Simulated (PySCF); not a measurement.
## Dipole moment and polarisability of `C=C[CH2][GeH2][CH2][GeH3]`

Species: C4H12Ge2.
Geometry (PBE0-D3(BJ)/def2-SVP, Å), atoms numbered from 1 in this order:
```
atom  x, y, z in Å
C1    -3.0125    0.0193   -0.1110
C2    -1.7420   -0.2543   -0.4216
C3    -0.9104   -1.3407    0.1673
Ge4    0.3517   -0.6219    1.5043
C5     1.3287    0.9030    0.7596
Ge6    2.3525    0.5084   -0.8575
H7    -3.5682   -0.5865    0.6125
H8    -3.5429    0.8564   -0.5713
H9    -1.2374    0.3886   -1.1549
H10   -0.3164   -1.8524   -0.6074
H11   -1.5316   -2.0983    0.6699
H12   -0.4497   -0.1707    2.7441
H13    1.3549   -1.7218    1.9209
H14    0.6098    1.7087    0.5413
H15    2.0209    1.2831    1.5276
H16    1.4041    0.0524   -1.9855
H17    3.3609   -0.6245   -0.5832
H18    3.1213    1.7551   -1.3379
```

Level: wB97X-D/def2-SVPD (PySCF), static field, nuclei fixed, core orbitals frozen in the response. The polarisability tensor in these axes (au):

```
x   133.52   0.88  -4.14
y     0.88  99.17  -6.00
z    -4.14  -6.00 106.12
```

Q: Diagonalise the tensor; give its mean and Δα, where Δα² is half the sum of the squared differences of the eigenvalues.

A: Principal values 95.67, 108.92 and 134.22 au; mean 112.94 au = 16.74 Å³ = 18.62 × 10⁻⁴⁰ C²·m²/J; Δα = 33.92 au (30 % of the mean).

Q: What is the dipole moment, and where does it point?

A: (0.05, 0.22, 0.16) D, 0.28 D in size, pointing from the negative to the positive side. Measured along this direction, the outermost atoms are H10 at the negative end and H15 at the positive end.

Q: Directions of the eigenvectors, and the extent of the frame along each?

A: Largest value along (0.99, 0.05, -0.16), where the nuclei span 7.02 Å; middle along (0.16, -0.51, 0.85), 4.24 Å; least along (0.04, 0.86, 0.51), 3.87 Å. The response follows the extents in order.

Q: Rayleigh depolarisation ratio (linearly polarised light, static tensor)?

A: ρ = 3Δα²/(45ᾱ² + 4Δα²) = 3452.7/(573954 + 4603.6) = 0.00597.

Q: Molar refractivity from α?

A: Lorentz–Lorenz: R = (4π/3)N_A α = 2.5225 cm³/(mol·Å³) × 16.74 Å³ = 42.2 cm³/mol, in the limit of long wavelengths.

Q: Traceless (Buckingham) quadrupole moment about the centre of nuclear charge: eigenvalues?

A: -1.82, -0.78, 2.60 D·Å. The values depend on the origin, since the dipole doesn't vanish. The electronic extent ⟨r²⟩ about the same centre is 1800 bohr², a root-mean-square distance of 2.25 Å for the 100 electrons.

One conformer (not necessarily the lowest) at the PBE0-D3(BJ)/def2-SVP geometry, without solvent, vibrations or thermal averaging. The calculation is non-relativistic, for germanium too.

The run behind these numbers computed excited states and ΔSCF ions as well. On an Arm Neoverse V2 with one thread, no GPU, shared host, this took 2.1 min wall and 1.4 GiB of memory at its peak.
